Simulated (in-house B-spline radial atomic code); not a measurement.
Fe3+ is squeezed into an impenetrable sphere of radius R (the orbitals vanish at R). No spin polarisation. Computed with an all-electron radial atomic-structure program (B-spline basis): scalar-relativistic (X2C) PBE, spherical fractional occupations, Fermi nucleus of rms radius 3.7377 fm.

Energies in eV above the free ion in [Ar] 3d5:

```tsv
R (bohr)	highest level (eV)	[Ar] 3d5	[Ne] 3s2 3p5 3d6
8.75	-43.2	0	53.8
5.63	-43.2	0.0009449	53.8
4.73	-43.2	0.01367	53.81
4.53	-43.2	0.02445	53.82
3.61	-42.8	0.3322	54.16
2.87	-41	2.606	56.68
2.63	-39.5	5.167	59.5
2.17	-33	20.61	76.16
1.95	-26.2	41.94	98.65
1.54	3.05	174.4	234.4
```

(1) Does [Ne] 3s2 3p5 3d6 fall below [Ar] 3d5 under compression?

The highest level is first positive in the row R = 1.54 bohr, pushed up by confinement above the zero of the free ion's potential. Each configuration is held fixed and needn't be the lowest in the sphere.

Results:

(1) No, it stays above over the whole range.
